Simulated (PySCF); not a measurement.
Ti(Cl)3(OH) (Cl3HOTi), SMILES [OH][Ti]([Cl])([Cl])[Cl], multiplicity 1. Atoms are numbered in the order given.

```xyz
6

Ti     0.0000     0.0000     0.2469
Cl    -1.7868    -1.0316    -0.4739
Cl     0.0000     2.0632    -0.4739
Cl     1.7868    -1.0316    -0.4739
O      0.0000     0.0000     1.9749
H      0.0000     0.0000     2.9391
```

Geometry: r2SCAN-D4/def2-SVP. The geometry has at least one imaginary mode, so it is a saddle point at that level. The spin state was assumed, not searched. The isomer is the one that the SMILES or the coordinates give; other isomers of the formula were not compared. One conformer was computed; it need not be the lowest.

Two levels are set side by side: PBE/pcSseg-1 (PySCF) and PBE0/pcSseg-1 (PySCF). GIAO shifts against H2O (¹⁷O), HCl (³⁵Cl), TMS (¹H) at the same level; non-relativistic, no solvent, atoms listed together averaged. Without spin–orbit terms, shifts of atoms bonded to Cl or Br come out too high at both levels. Differences are taken from unrounded values.

```json
[
 {"quantity": "δ(³⁵Cl) of Cl2, Cl3, Cl4 (ppm)", "PBE0": "832.1"},
 {"quantity": "δ(¹⁷O) of O5 (ppm)", "PBE0": "366.0"},
 {"quantity": "δ(¹H) of H6 (ppm)", "PBE0": "4.68"}
]
```

**Question.** What does PBE give, and how far is it from PBE0? (Estimate from the structure and the level; the computed values follow.)

**Answer.** 
| quantity | PBE | PBE minus PBE0 |
|---|---|---|
| δ(³⁵Cl) of Cl2, Cl3, Cl4 (ppm) | 835.8 | 3.8 |
| δ(¹⁷O) of O5 (ppm) | 368.7 | 2.7 |
| δ(¹H) of H6 (ppm) | 5.41 | 0.73 |

Rough cost on one machine, each run with all the roots and properties that it gave: PBE0 against PBE within a factor of 2.
